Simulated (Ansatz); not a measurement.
One change: `C=N` becomes `C=[N][SnH3]`.

Ansatz, PBE0-D4/def2-TZVP geometries, multiplicity 1. 

Elements past krypton have def2 core potentials.

| property | `C=N` |
| --- | --- |
| size of the dipole moment (B3LYP/def2-TZVPP) / D | 1.99 |
| LUMO energy (B3LYP/def2-TZVPP) / eV | -0.75 |
| HOMO–LUMO gap (PBE/def2-TZVPP) / eV | 4.59 |
| size of the dipole moment (PBE/def2-TZVPP) / D | 1.89 |
| HOMO energy (ωB97M-V/def2-TZVPP) / eV | -10.19 |
| ideal-gas entropy at 298 K and 1 bar (rigid rotor, harmonic PBE0-D4/def2-TZVP) / J/(mol·K) | 227 |

(1) Give the same properties after the change, and the shifts. (Best estimate.)

## Answers

(1) Computed: 
```
                                                                                  property  `C=[N][SnH3]`  shift
                                          size of the dipole moment (B3LYP/def2-TZVPP) / D           1.38  -0.61
                                                       LUMO energy (B3LYP/def2-TZVPP) / eV          -0.82  -0.07
                                                       HOMO–LUMO gap (PBE/def2-TZVPP) / eV           3.79  -0.80
                                            size of the dipole moment (PBE/def2-TZVPP) / D           1.26  -0.63
                                                     HOMO energy (ωB97M-V/def2-TZVPP) / eV          -9.04   1.15
ideal-gas entropy at 298 K and 1 bar (rigid rotor, harmonic PBE0-D4/def2-TZVP) / J/(mol·K)            309     82
```

With PBE0 the HOMO rises by 0.99 eV and the LUMO falls by 0.09 eV, so the gap narrows by about 1.08 eV. PBE moves the HOMO by 0.73 eV and ωB97M-V by 1.15 eV. The zero-point energy changes by 25.7 kJ/mol with +9 modes. Dipoles are sizes alone; their direction can turn.

B3LYP here is the variant with VWN-RPA as its local correlation; programs differ in this.
